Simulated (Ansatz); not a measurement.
One change: `[CH3][Cd][CH](C)C` becomes `C[CH](C)[Mg][OH]`.

Ansatz, PBE0-D4/def2-TZVP geometries, multiplicity 1. Each molecule was computed in one conformer, which needn't be the lowest.

Elements past krypton have def2 core potentials.

```csv
property,`[CH3][Cd][CH](C)C`
HOMO–LUMO gap (B3LYP/def2-TZVPP) / eV,5.64
LUMO energy (PBE0/def2-TZVPP) / eV,-0.13
size of the dipole moment (ωB97M-V/def2-TZVPP) / D,0.18
LUMO energy (ωB97M-V/def2-TZVPP) / eV,1.14
size of the dipole moment (B3LYP/def2-TZVPP) / D,0.19
HOMO energy (PBE/def2-TZVPP) / eV,-5.22
```

(1) What does the change do to each property? (Estimate.)

## Answers

(1) The calculation gave: 
```
                                          property  `C[CH](C)[Mg][OH]`  shift
             HOMO–LUMO gap (B3LYP/def2-TZVPP) / eV                5.13  -0.51
                LUMO energy (PBE0/def2-TZVPP) / eV               -0.76  -0.63
size of the dipole moment (ωB97M-V/def2-TZVPP) / D                0.22   0.04
             LUMO energy (ωB97M-V/def2-TZVPP) / eV                0.42  -0.72
  size of the dipole moment (B3LYP/def2-TZVPP) / D                0.17  -0.02
                 HOMO energy (PBE/def2-TZVPP) / eV               -5.24  -0.02
```

With PBE0 the HOMO falls by 0.07 eV and the LUMO falls by 0.63 eV, so the gap narrows by about 0.56 eV. PBE moves the HOMO by -0.02 eV and ωB97M-V by -0.17 eV. Dipoles are sizes alone; their direction can turn.

B3LYP here is the variant with VWN-RPA as its local correlation; programs differ in this.
